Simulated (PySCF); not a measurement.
C7H6FO (doublet state).
Atom-mapped SMILES: `[O:1]=[CH:2][C:3]1=[CH:4][CH:5]=[CH:6][CH2:7][C:8]1[F:9]` (hydrogens: H10 on C2; H11 on C4; H12 on C5; H13 on C6; H14, H15 on C7)

Structure used (GFN2-xTB), in Å, numbered top down from 1:
```xyz
15
C7H6FO angstrom
O      3.0877    1.1989   -0.2366
C      2.4474    0.1870   -0.1222
C      0.9760    0.1330   -0.0549
C      0.2290    1.3315   -0.1238
C     -1.1688    1.2937   -0.0593
C     -1.8478    0.1251    0.0689
C     -1.1609   -1.1971    0.1488
C      0.3158   -1.0558    0.0738
F      0.9948   -2.2187    0.1435
H      2.9391   -0.8010   -0.0587
H      0.7670    2.2585   -0.2260
H     -1.7149    2.2238   -0.1138
H     -2.9255    0.1109    0.1167
H     -1.5095   -1.8620   -0.6584
H     -1.4339   -1.7198    1.0801
```

The hyperfine couplings belong to this conformer and change with its torsions.

Method: UKS B3LYP, pcH-1 on C F H O, non-relativistic, mean-field spin-orbit, GIAO in PySCF 2.14.0. One conformer (not necessarily the lowest) at the GFN2-xTB geometry, without solvent, vibrations or thermal averaging. A GFN2-xTB geometry isn't a minimum of the functional, and hyperfine couplings can be far from their values at a DFT geometry. No stability test was run, so a lower SCF solution isn't excluded. ⟨S²⟩ is 0.788 where a pure state has 0.75.

Question: What is the g tensor, term by term?

Answer: 
```json
{"Δg (ppm)": "relativistic mass correction", "1": "-153", "2": "-153", "3": "-153"}
{"Δg (ppm)": "gauge correction", "1": "2", "2": "35", "3": "29"}
{"Δg (ppm)": "orbital Zeeman/spin–orbit", "1": "-24", "2": "889", "3": "953"}
{"Δg (ppm)": "total", "1": "-175", "2": "770", "3": "829"}
```

So g = 2.00214, 2.00309, 2.00315 and g_iso = 2.00279; the tensor is close to axial: the two nearest values differ by 6 % of g3 − g1. Axes: g2 points within 8° of the C6–C7 bond and g3 points within 15° of the C7–C8 bond.

Question: At 9.493 GHz, how far is the centre of the isotropic spectrum from where a free electron (g = 2.002319) resonates?

Answer: B = hν/(g μB) with μB/h = 13.99624 MHz/mT gives 338.73 mT for the free electron and 338.65 mT at g_iso, 0.08 mT lower.

Question: What are the electron Larmor frequencies g μB B/h along the three axes at 3350 mT?

Answer: 93.8754, 93.9197, 93.9224 GHz for g1, g2 and g3, a range of 47.1 MHz.

Question: In a frozen sample, at which fields do the three g values resonate at 9.5, 34, 94 and 263 GHz (hyperfine left aside), and which band first spreads them over more than twice a line width of 0.5 mT?

Answer: 
```
band    GHz  B(g3) mT  B(g2) mT  B(g1) mT  spread mT
   X    9.5    338.84    338.85    339.01       0.17
   Q   34.0   1212.70   1212.74   1213.31       0.61
   W   94.0   3352.77   3352.86   3354.45       1.68
   J  263.0   9380.61   9380.89   9385.32       4.70
```

The spread grows in proportion to the frequency. W band is the first where it exceeds 1.0 mT.

The Mulliken spin populations are largest on C4 (+0.59), C6 (+0.47), C8 (+0.33) and C5 (-0.22). Three atoms exceed +0.15. The positive populations add up to 1.56 and the negative ones to -0.56, together 2S = 1. The angles at C4 add up to 360.0°, so it is planar.

The HOMO–LUMO gaps are 3.18 eV among the α and 4.67 eV among the β orbitals.

The SMILES draws the unpaired electron on C8; the largest computed Mulliken spin population is on C4 (0.59 against 0.33).
